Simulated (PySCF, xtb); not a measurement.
Sn(H)3(OMe) (CH6OSn), SMILES C[O][SnH3].

Harmonic wavenumbers (cm⁻¹) from GFN2-xTB in xtb at its own minimum, in rising order: 118, 142, 185, 393, 441, 496, 609, 642, 679, 1067, 1146, 1151, 1427, 1492, 1495, 1537, 1723, 1858, 2925, 2940, 2981.

Problem. What does B3LYP-D3(BJ)/def2-SVP in PySCF give at its own minimum? (Estimate from the structure and the level; the computed values follow.)

Solution. 87, 134, 194, 495, 506, 553, 692, 692, 712, 1122, 1172, 1193, 1470, 1470, 1480, 1887, 1892, 1942, 2940, 2991, 3057. Paired by order, the mean absolute difference is 66 cm⁻¹ and the zero-point energies are 36.4 and 38.1 kcal/mol.
